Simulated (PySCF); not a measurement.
Compound: Cu₂ (singlet state).
Structure used (PBE0-D3(BJ)/def2-SVP), in Å, numbered top down from 1:
```xyz
2
Cu2 angstrom
Cu     1.1402   -0.0829    0.0060
Cu    -1.0904   -0.0048   -0.0282
```

The calculation used TDDFT CAM-B3LYP/def2-SVPD, vertical, gas phase, core orbitals frozen in the response (PySCF).

Frontier orbitals with the atoms that hold most of them (Löwdin shares over 4%, at most four atoms; ? is withheld):

```csv
orbital,ε (eV),atoms
LUMO+2,0.32,"Cu1 50%, Cu2 50%"
LUMO+1,0.32,"Cu1 50%, Cu2 50%"
LUMO,-1.17,"Cu1 50%, Cu2 50%"
HOMO,?,"Cu2 50%, Cu1 50%"
HOMO-1,-7.39,"Cu2 50%, Cu1 50%"
HOMO-2,-7.51,"Cu2 50%, Cu1 50%"
HOMO-3,-7.51,"Cu2 50%, Cu1 50%"
```

Q: What is the HOMO energy, and the HOMO–LUMO gap?

A: ε(HOMO) = -6.48 eV; the gap is 5.30 eV (0.1949 hartree).

Within 0.005 eV of a neighbour in this list lie HOMO-3/HOMO-2 and LUMO+1/LUMO+2 (point group found: D∞h).

Q: How does S1 compare with the orbital gap of 5.30 eV?

A: S1 is at 2.33 eV (f = 0.0000), 2.98 eV below the gap, made of HOMO-1→LUMO (94%). Its leading pair isn't HOMO and LUMO; the energies of that pair differ by 6.22 eV. 

Q: Give energy, strength and leading configuration of S1 and S6, and follow the Löwdin shares of the leading atoms from the occupied to the empty orbital.

A: 
- S1 (2.33 eV, f 0.0000), HOMO-1→LUMO (94%): Cu2 50% → 50%, Cu1 50% → 50%; the Löwdin share of copper is 100% in HOMO-1 and 100% in LUMO (metal-centred by this measure)
- S6 (2.67 eV, f 0.155), HOMO→LUMO (75%): Cu2 50% → 50%, Cu1 50% → 50%; the Löwdin share of copper is 100% in HOMO and 100% in LUMO

Orbitals of the list HOMO-3 to LUMO+2 that lie within 0.01 eV of each other are written together with a slash and their weights summed (≥ marks a lower bound); for degenerate orbitals outside that list single weights are arbitrary.

The run took 9.9 s wall on one thread of an Arm Neoverse V1, no GPU, shared host with 32 logical CPUs at a one-minute load of 11, and the process peaked at 0.38 GiB of memory.
